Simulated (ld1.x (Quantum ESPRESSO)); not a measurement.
## I: one change to a TM potential, before and after

ld1.x (Quantum ESPRESSO) 7.5 input, shortened:

```
&input
   title='I', zed=53., rel=2, dft='PBE', iswitch=3,
   config='[Kr] 4d10 5s2 5p5 5d-2', rel_dist='average'
 /
 &inputp
   pseudotype=2, tm=.true., lloc=0,
   nlcc=.false.
 /
3
5P  2  1   5.00   0.00  1.85  1.85  0.0
5D  3  2  -2.00   0.40  1.95  1.95  0.0
5S  1  0   2.00   0.00  1.80  1.80  0.0
 &test
   configts(1)='5s2 5p5'
 /
```

Open shells are filled in proportion to 2j + 1 (rel_dist='average').

All-electron outer shells of the reference configuration (PBE, scalar-relativistic, ld1.x):

```
shell  level (eV)  outermost node (bohr)  outermost maximum (bohr)
   4p     -127.57                   0.37                      0.72
   4d      -50.28                   0.35                      0.78
   5s      -17.41                   0.88                      1.70
   5p       -7.09                   0.96                      2.02
```

Change: core [Kr], valence charge 17; reference 4d10 5s2 5p4; waves now 5s (bound): rc 1.45 bohr; 5p (bound): rc 1.85 bohr; 4f channel at 0.05 Ry: rc 1.85 bohr; 4d (bound): rc 1.30 bohr; local potential the d channel; core correction a·sin(br)/r model core inside 1.10 bohr.

Cutoffs: the cutoffs (Ry, on a coarse ladder) from which the occupation-weighted sum of valence levels, in a spherical-Bessel basis at the reference potential, stays within 10 and 1 mRy of its value at 400 Ry; they do not see the model core or the augmentation charge, which bear on the density cutoff. Errors are all-electron minus pseudo energies relative to the spin-unpolarised reference configuration.

Problem. What does the change do?

Solution. The potential gets harder (35 Ry and 60 Ry → 110 Ry and 180 Ry); the bound ghosts move from d to p, s; the miss of the reference levels goes from 0.00 to 1.04 eV. The added semicore shells are compact, so their waves need more plane waves. Several settings change at once here, so the effects cannot be laid on one of them. In the changed file the local d channel has no projectors, so it cannot carry the spin–orbit splitting, and the file is wrong for that shell.

| quantity | base | changed |
| --- | --- | --- |
| cutoff, loose | 35 Ry | 110 Ry |
| cutoff, tight | 60 Ry | 180 Ry |
| bound ghosts | d3/2, d5/2 | s, p3/2, p1/2 |
| largest miss of a reference level, eV | 0.00 | 1.04 |
| largest error over its own tests, meV | -62 | +33 |

 A true bound ghost makes a file unfit for plane-wave use even where its test errors are small: the radial tests pick states by their node count and pass the ghost by.
